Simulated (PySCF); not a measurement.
AlBr₂, SMILES [Br][Al+][Br], charge +1.

The structure is a stationary point at PBE-D3(BJ)/def2-TZVP. The multiplicity is an assumed one; other spin states were not compared. The isomer is the one that the SMILES or the coordinates give; other isomers of the formula were not compared.

Vertical ionisation energy (IE) and electron affinity (EA) in eV. Rows of orbital energies are one-electron estimates. Where ΔSCF, EOM or ADC give a negative EA the extra electron is unbound and the value depends on the basis.

```json
[
 {"level": "−ε(HOMO), −ε(LUMO), HF/def2-TZVPD (PySCF)", "IE": "17.56", "EA": "5.28"},
 {"level": "ADC(2)/aug-cc-pVDZ (PySCF)", "IE": "16.75", "EA": "6.49"}
]
```

Problem. Beyond the first one, list the lowest photoelectron lines from ADC(2)/aug-cc-pVDZ in PySCF 2.14.0 with their pole strengths (two spins summed). (The exact figures need the calculation; the answer reports its results.)

Solution. 17.18 eV (1.82), 17.18 eV (1.82), 18.62 eV (1.82), 20.37 eV (1.81).
